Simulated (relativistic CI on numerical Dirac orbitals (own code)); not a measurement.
Electric-dipole lines of La38+

These numbers are calculated, not measured: Dirac-Coulomb-Breit CI, orbitals from a KLI potential per configuration, a model potential for QED, unscaled Slater integrals (own radial code, finite nucleus).

CI space (outside the closed core [Ne]): 3s2.3p6.3d, 3s2.3p5.3d2, 3s.3p6.3d2, 3s2.3p6.4s, 3s2.3p6.4p, 3s2.3p6.4d, 3s2.3p5.3d.4s, 3s2.3p6.4f, 3s2.3p5.3d.4p, 3s2.3p5.3d.4d, 3s.3p6.3d.4s, 3p6.3d2.4p, 3s2.3p5.3d.4f, 3s.3p6.3d.4p, 3s.3p6.3d.4d, 3s2.3p6.5s, 3s2.3p6.5p, 3s.3p6.3d.4f, 3s2.3p6.5d, 3s2.3p6.5f, 3s2.3p6.5g, 3p6.3d3, 3p5.3d4, 3p5.3d3.4s, 3p6.3d2.4s, 3p5.3d2.4s2, 3p6.3d2.4d, 3p5.3d3.4d, 3p5.3d2.4s.4d. Double excitations out of closed p, d and f shells are left out; levels of such configurations are missing from the list, as are those of other unlisted configurations, and high levels can miss mixing partners. These lack a partner that the ground configuration has and come out too high: 3s2.3p5.3d.4p, 3s2.3p5.3d.4f.

```
λ vac (nm)                      Lower                        Upper   A (s⁻¹)  log gf  S velocity/length
   0.85340      3s2.3p6.3d 2D_5/2 [2]  3s2.3p5.3d.4d 2D°_5/2 [398]  1.31e+13   -0.07               0.94
   0.85416      3s2.3p6.3d 2D_3/2 [1]  3s2.3p5.3d.4d 4P°_5/2 [365]  1.23e+13   -0.09               0.95
   0.85422      3s2.3p6.3d 2D_5/2 [2]  3s2.3p5.3d.4d 2P°_3/2 [396]  1.81e+13   -0.10               0.95
   0.85468      3s2.3p6.3d 2D_3/2 [1]  3s2.3p5.3d.4d 2P°_1/2 [362]  3.91e+13   -0.07               0.96
   0.85533      3s2.3p6.3d 2D_5/2 [2]  3s2.3p5.3d.4d 2F°_7/2 [394]  2.29e+13    0.30               0.96
   0.85642      3s2.3p6.3d 2D_3/2 [1]  3s2.3p5.3d.4d 2D°_3/2 [359]  3.53e+13    0.19               0.94
   0.85668      3s2.3p6.3d 2D_3/2 [1]  3s2.3p5.3d.4d 2F°_5/2 [358]  3.05e+13    0.30               0.96
   0.85670      3s2.3p6.3d 2D_5/2 [2]  3s2.3p5.3d.4d 2P°_3/2 [390]  2.75e+13    0.08               0.96
   0.85736      3s2.3p6.3d 2D_5/2 [2]  3s2.3p5.3d.4d 2F°_7/2 [389]  1.12e+13   -0.01               0.96
   0.86021      3s2.3p6.3d 2D_5/2 [2]  3s2.3p5.3d.4d 2D°_5/2 [384]  2.52e+13    0.23               0.93
   0.92643      3s2.3p6.3d 2D_3/2 [1]     3s2.3p6.4f 2F°_5/2 [290]  4.50e+13    0.54               0.99
   0.93994      3s2.3p6.3d 2D_5/2 [2]     3s2.3p6.4f 2F°_7/2 [293]  4.78e+13    0.70               0.99
    3.8188      3s2.3p6.3d 2D_3/2 [1]     3s2.3p5.3d2 2D°_3/2 [40]  1.97e+12    0.24               0.71
    3.8638      3s2.3p6.3d 2D_5/2 [2]     3s2.3p5.3d2 2P°_3/2 [46]  1.45e+12    0.11               0.79
    3.9205      3s2.3p6.3d 2D_5/2 [2]     3s2.3p5.3d2 2D°_5/2 [45]  1.66e+12    0.36               0.70
    3.9465      3s2.3p6.3d 2D_5/2 [2]     3s2.3p5.3d2 2F°_7/2 [44]  8.56e+11    0.20               0.70
    4.3190      3s2.3p6.3d 2D_3/2 [1]     3s2.3p5.3d2 2F°_5/2 [32]  4.61e+11   -0.11               0.68
    4.9356  3s2.3p5.3d2 4G°_11/2 [13]       3s.3p6.3d2 4F_9/2 [54]  4.35e+11    0.20               0.97
    5.2102      3s2.3p6.3d 2D_3/2 [1]     3s2.3p5.3d2 2F°_5/2 [26]  3.77e+11   -0.04               0.63
    5.2245      3s2.3p6.3d 2D_5/2 [2]     3s2.3p5.3d2 2D°_5/2 [30]  3.14e+11   -0.11               0.62
```

Terms are leading LS components. Brackets give the number of a level in order of energy, since labels repeat. The list gives strong lines, with weight on those to low levels, among the lowest 400 of 2758 levels, so that lines to higher ones, which can be the strongest, are missing. Levels whose partners in the same complex of configurations lie outside the list can be far off, and so can their lines. Rates are taken at the computed energies, electric ones in the length gauge. A velocity-to-length ratio far from 1 marks an uncertain rate.

At this charge energies of transitions that change n are usually good to better than 1 %, and those within a shell (Δn = 0) to a few per cent.

LS names give the leading component of a level, which can be under half, so a name can repeat, a term be missing and a line seem to break the LS rules.
